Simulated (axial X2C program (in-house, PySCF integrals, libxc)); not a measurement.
**Spin–orbit effects along a row: molecules with S, PBE0**

Calculated with an in-house relativistic program for diatomic molecules, spin-free (one-electron X2C) or two-component (2c: spin–orbit coupling with atomic mean-field Coulomb and Gaunt terms, which also bring small scalar terms), in Dyall basis sets with cores contracted in-house; open shells are unrestricted.

Basis sets: Nb dyall-cv3z, Pd dyall-v3z, Rb dyall-cv3z, Rh dyall-cv3z, S dyall-av3z, S dyall-v3z, Sn dyall-cv3z, Sr dyall-cv3z, Tc dyall-cv3z, Y dyall-cv3z.

| molecule | spin-free state | Re (Å) | ωe (cm⁻¹) | De (eV) | 2c state | Re 2c (Å) | ωe 2c (cm⁻¹) | De 2c (eV) |
| --- | --- | --- | --- | --- | --- | --- | --- | --- |
| RbS | M_S = 1/2, Λ = 1 | 2.934 | 213.2 | 2.60 | Ω = 3/2 | 2.934 | 213.2 | 2.62 |
| SrS | M_S = 0, Λ = 0 | 2.420 | 405.8 | 3.64 | Ω = 0 | 2.420 | 405.9 | 3.64 |
| YS | M_S = 1/2, Λ = 0 | 2.265 | 502.6 | 5.53 | Ω = 1/2 | 2.265 | 502.6 | n/a |
| NbS | M_S = 3/2, Λ = 0 | 2.123 | 555.6 | 5.24 | Ω = 3/2 | 2.122 | 555.4 | n/a |
| TcS | M_S = 5/2, Λ = 0 | 2.117 | 514.6 | 4.46 | Ω = 5/2 | 2.117 | 514.2 | 4.46 |
| RhS | M_S = 3/2, Λ = 0 | 2.051 | 508.0 | 3.73 | Ω = 3/2 | 2.052 | 507.1 | n/a |
| PdS | M_S = 1, Λ = 0 | 2.103 | 444.0 | 2.70 | Ω = 1 | 2.104 | 443.1 | 2.71 |
| SnS | M_S = 0, Λ = 0 | 2.207 | 500.3 | 4.95 | Ω = 0 | 2.208 | 499.2 | n/a |

(1) Work out the shifts from the spin-free to the two-component result.

Each entry is the lowest single determinant of a limited PBE0 search at one distance. De goes to single-determinant-based atoms at the same level (for ions the charge split of lowest energy) and is withheld (n/a) where an atom does not fit its ground term or J level. Main or longest-lived isotopes. One determinant is a doubtful description, or other states lie close, for RbS, NbS, TcS, RhS, PdS; these need not be ground states, and all values refer to the states named. Some open-shell Ω = 0 determinants are out of reach, so the Ω given for PdS need not be the lowest component. With several unpaired electrons the Ω given is that of one determinant, not necessarily of the lowest component. Some light 2c atoms are not at their ground J level, so De misses part of their lowering (0.04 eV or less). The functionals have no current term, which raises determinants with orbital currents.

## Answers

(1) 

```
molecule  2c state  ΔRe (Å)  Δωe (cm⁻¹)  ΔDe (eV)
     RbS   Ω = 3/2    0.000         0.0      0.02
     SrS     Ω = 0    0.000         0.1      0.00
      YS   Ω = 1/2    0.000         0.0       n/a
     NbS   Ω = 3/2   -0.001        -0.2       n/a
     TcS   Ω = 5/2    0.000        -0.4      0.00
     RhS   Ω = 3/2    0.001        -0.9       n/a
     PdS     Ω = 1    0.001        -0.9      0.01
     SnS     Ω = 0    0.001        -1.1       n/a
```

Shifts of one unit in the last digit are rounding.
